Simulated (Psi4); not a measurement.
I3Pb, charge -1, singlet, geometry from GFN2-xTB (such geometries of metal compounds can be far from the true shape) (core potentials on I, Pb) (a gas-phase anion, which may not be bound at this level), with bond 4-1 at 2.0 times its length; B3LYP/def2-SVP (Psi4 1.11).

Here is a job for Psi4.
```
memory 2 GB

molecule mol {
-1 1
  Pb   -0.008011   -0.009412    0.810548
  I     0.428983   -2.525290   -0.443200
  I     1.982873    1.637600   -0.379501
  I    -4.790912    1.813917   -1.673255
}

set basis def2-svp
set reference rks
set basis_guess sto-3g

energy('b3lyp')
print_variables()
```

Q: Predict the main parts of the log of this Psi4 run.

A: 
```
  //>>>>>>>>>>>>>>>>>>>>>>>>>>>>>>>>>>>//
  //      Guess SCF, STO-3G Basis      //
  //<<<<<<<<<<<<<<<<<<<<<<<<<<<<<<<<<<<//

Traceback (most recent call last):
  File "psi4", line 375, in <module>
  File "<string>", line 26, in <module>
  File "site-packages/psi4/driver/driver.py", line 533, in energy
  File "site-packages/psi4/driver/procrouting/proc.py", line 2760, in run_scf
  File "site-packages/psi4/driver/procrouting/proc.py", line 1905, in scf_helper
  File "site-packages/psi4/driver/p4util/python_helpers.py", line 229, in _core_wavefunction_build
  File "site-packages/psi4/driver/p4util/python_helpers.py", line 169, in _pybuild_basis
  File "site-packages/psi4/driver/qcdb/libmintsbasisset.py", line 722, in pyconstruct
  File "site-packages/psi4/driver/qcdb/libmintsbasisset.py", line 976, in construct

psi4.driver.qcdb.exceptions.BasisSetNotFound: BasisSet::construct: Unable to find a basis set for atom 1 for key BASIS among:
  Shell Entries: ['PB']
  Basis Sets: [('STO-3G', 'STO-3G', None)]
  File Path: tmp07vcd0jm, tmp07vcd0jm, basis
  Input Blocks:

Printing out the relevant lines from the Psithon --> Python processed input file:
    ""","mol")
    core.IO.set_default_namespace("mol")
    core.set_global_option("BASIS", "def2-svp")
    core.set_global_option("REFERENCE", "rks")
    core.set_global_option("BASIS_GUESS", "sto-3g")
--> energy('b3lyp')
    print_variables()

!----------------------------------------------------------------------------------!
!                                                                                  !
!  BasisSet::construct: Unable to find a basis set for atom 1 for key BASIS among: !
!   Shell Entries: ['PB']                                                          !
!   Basis Sets: [('STO-3G', 'STO-3G', None)]                                       !
!   File Path: tmp07vcd0jm,                        !
!     tmp07vcd0jm,                                 !
!     basis                                          !
!   Input Blocks:                                                                  !
!                                                                                  !
!----------------------------------------------------------------------------------!

QcdbException BasisSetNotFound: BasisSet::construct: Unable to find a basis set for atom 1 for key BASIS among:
  Shell Entries: ['PB']
  Basis Sets: [('STO-3G', 'STO-3G', None)]
  File Path: tmp07vcd0jm, tmp07vcd0jm, basis
  Input Blocks:
```

The input was rejected before any calculation.
